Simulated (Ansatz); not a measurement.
Gas-phase electronic energies from Ansatz, PBE0-D4/def2-TZVP geometries. CCSD(T)/CBS adds triple-zeta CCSD(T) − MP2 to the extrapolated MP2 energy (def2 sets, frozen cores). This one scheme is used for every species. DFT in def2-TZVPP. B3LYP here is the variant with VWN-RPA as its local correlation; programs differ in this. One conformer a species, not always the lowest.

Consider the formal exchange of groups at the Si–O bond: `C[SiH](F)[O][AlH2]` + CH₃NH₂ → `C[SiH](F)CN` + `[OH][AlH2]`.

```csv
level,ΔE (kcal/mol)
B3LYP-D4,34.9
r2SCAN,34.5
PBE0,33.0
MP2/def2-QZVPP,34.9
```

Question: What does CCSD(T)/CBS give? (Estimate.)

Answer: The calculation gave: +34.7 kcal/mol. The listed levels differ from it by 0.2, -0.2, -1.7, 0.2 kcal/mol.

Largest T1 diagnostic among the species: 0.012.

From PBE to PBE0 (25 % exact exchange), in def2-TZVPP and without D4, ΔE moves by +1.8 kcal/mol. In def2-TZVPP, CCSD(T) changes the Hartree–Fock value by −6.0 kcal/mol (the triples alone add −0.8 kcal/mol) and MP2 by −6.0 kcal/mol.
